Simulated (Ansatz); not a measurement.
The cluster Si5Te3, relaxed as a singlet with RKS PBE-D4/def2-SVP in Ansatz, starting from the GFN2-xTB geometry. Force threshold 0.02 eV/Å.

In the def2 sets Te takes a core potential; there is no spin–orbit coupling. The restricted singlet is unstable towards broken spin symmetry in Hartree–Fock (as tested in another run); at PBE-D4/def2-SVP this wasn't settled. Another isomer (singlet) lies 0.74 eV lower at PBE0-D4/def2-TZVP; other spin states weren't run for this one.

Start:

```xyz
8

Si    0.738   -0.625   -0.906
Si    1.494   -2.039    0.748
Si    1.470    0.079    1.995
Si   -2.322    0.386   -0.742
Si   -1.083    1.782    0.658
Te   -0.825   -0.398   -2.822
Te   -0.921   -0.923    1.241
Te    1.449    1.739   -0.174
```

Question: Estimate the energy that the relaxation releases and the steps that it takes.

Answer: 71.1 kJ/mol, in 23 steps; 61 s on 4 threads of Arm Neoverse V1 on a shared host. No frequencies were taken in this run, so the end may be a saddle point.

Question: Does the start keep its bonding and symmetry?

Answer: Bonds lost: Si1–Te7, Si4–Te7 (atoms count from 1). Bonds formed: Si1–Si4, Si1–Si5 (atoms count from 1).

Question: Predict the relaxed structure.

Answer: 
Cartesian coordinates in Å:
```
Si 0.431 -0.261 -0.848
Si 0.781 -2.063 0.655
Si 1.857 -0.171 1.797
Si -2.068 -0.237 -1.107
Si -1.134 1.388 0.425
Te -0.537 -0.084 -3.181
Te -0.767 -0.553 2.302
Te 1.437 1.980 -0.043
```
Bond lengths: 8 × Si–Te 2.53 to 2.86 Å; 5 × Si–Si 2.37 to 2.61 Å.
